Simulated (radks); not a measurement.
The numbers below are computed, except where a source is named.
Question: Coherent X-ray form factor from a spherical all-electron density. Level of theory: Dirac Kohn-Sham, BLYP, spin-unpolarised, spherical densities, finite nucleus; Fermi nuclear charge, rms radius of each element as measured or else 0.836 A^(1/3) + 0.57 fm (a radial shooting solver on a logarithmic mesh with Libxc functionals).

sin(theta)/lambda (1/angstrom),f0 (electrons)
0.05,48.908
0.1,48.632
0.15,48.177
0.2,47.553
0.25,46.768
0.3,45.838
0.4,43.602
0.5,40.985
0.6,38.137
0.8,32.320
1,27.073
1.25,21.994
1.5,18.563
2,14.650

The species is in the configuration that NIST lists as its ground one. Which atom or ion scatters so?

Answer: The iridium ion Ir28+, [Kr] 4d10 4f3. Extrapolating in s^2 from the first two rows gives f0(0) = 49.0, near the electron count 49; among species with that count, the fall with angle is slower the higher Z, and the table is that of Z = 77; from so few rows the species is fixed only to a neighbour or two.
